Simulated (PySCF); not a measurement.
Work out the structure from these simulated measurements.

Elements present: C, H, N, S and Si. Monoisotopic mass: 152.9920 u.

- 1H NMR: chemical shifts (computed TMS as zero) by class: 5.20 (2 H), 4.70 (6 H), 1.99 (3 H) ppm [GIAO PBE0/pcSseg-1]
- 13C NMR: chemical shifts (computed TMS as zero) by class: 12.3 (1 C) ppm [GIAO PBE0/pcSseg-1]
- Triplet: lowest triplet excitation (Tamm–Dancoff): 5.28 eV [TDA PBE0/def2-SVPD]
- NMR, other nuclei: isotropic shieldings of nuclei other than C and H, by class: 271 (1 N), 364 (1 Si), 396 (2 Si), 654 (1 S) ppm [GIAO PBE0/pcSseg-1]
- Dipole: 1.36 D [PBE0/def2-SVPD]
- Rotational structure: rotational constants A, B, C: 1.966, 0.982, 0.861 GHz [PBE0-D3(BJ)/def2-SVP]

Gas-phase values; electronic properties from PySCF, density fitting. Levels stand in brackets. The structure is a single PBE0-D3(BJ)/def2-SVP conformer in the gas phase; no vibrational or solvent corrections. NMR values are class means; diastereotopic atoms form classes of their own.

Question: Which formula fits the mass and the elements?

Answer: CH11NSSi3 (calculated 152.9920). No other formula that holds each of these elements comes within 0.0003 u with a fitting electron parity and a possible valence count.

Question: Give a SMILES that accounts for the data.

Answer: Numbering: `[CH3:1][S:2][SiH2:3][N:4]([SiH3:5])[SiH3:6]`. Its formula, CH11NSSi3, gives 0 degrees of unsaturation, so no ring and no π bond. The one carbon: S-methyl carbon [C1] (12.3 ppm). Hydrogen classes from least to most shielded: 2 H on an SiH2 silicon, Si3 (5.20 ppm), 6 H on 2 SiH3 silicons, Si5/Si6 (4.70 ppm), 3 H on an S-methyl carbon, C1 (1.99 ppm). The other shieldings belong to: 271 ppm, nitrogen bridging silicon atoms [N4]; 364 ppm, SiH2 silicon [Si3]; 396 ppm, SiH3 silicon [Si5/Si6]; 654 ppm, sulfur bonded to C and Si [S2]. The optimised geometry has point group C1 and is an asymmetric top. Structure: `CS[SiH2]N([SiH3])[SiH3]`. The assignments are read from this structure; whether some other isomer fits the data as well wasn't checked.

The values belong to the conformer `[CH3:1][S:2][SiH2:3][N:4]([SiH3:5])[SiH3:6]`: C1–S2–Si3–N4 57°, S2–Si3–N4–Si5 -121°.
